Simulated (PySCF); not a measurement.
**Substituent chemical shifts**

Parent skeleton `[CH:1]#[C:2][C:3]([SiH3:4])=[C:5]=[S:6]`; one hydrogen on atom 4 is replaced by X. Hydrogens on one atom are averaged.

Rapidly exchanging positions averaged, in vacuum, no relativistic terms, one conformer. σ from GIAO-PBE0/pcSseg-1; coordinates at the GFN2-xTB level; PySCF.

Referencing at the same level of theory: ¹³C (σref 186.93), ²⁹Si (σref 349.16), ¹H (σref 31.72) against TMS; ³³S (σref 503.73) vs CS2.

Parent (X = H): C1 93.2, C2 72.5, C3 43.6, Si4 -48.5, C5 249.3, S6 239.6, H(C1) 2.70, H(Si4) 4.54 ppm. Effects are Δδ = δ(X) − δ(H), positive for deshielding.

Q: Order these by the shift of C1, most shielded first.
A. X = CCl3
B. X = CH2OCH3
C. X = cPr
D. X = Cl

A: C (-1.2 ppm), B (+0.4 ppm), D (+2.2 ppm), A (+4.6 ppm).

Q: Order these by the shift of C3, most shielded first.
A. X = cPr
B. X = Cl
C. X = OC2H5
D. X = CHO

A: D (-2.4 ppm), A (+1.9 ppm), C (+3.5 ppm), B (+8.6 ppm).

Q: Order these by the shift of Si4, most shielded first.
A. X = cPr
B. X = CHO
C. X = C2H5
D. X = OC2H5
E. X = CCl3
F. X = Cl

A: B (-25.3 ppm), D (+23.1 ppm), A (+25.7 ppm), E (+28.1 ppm), C (+31.7 ppm), F (+51.3 ppm).
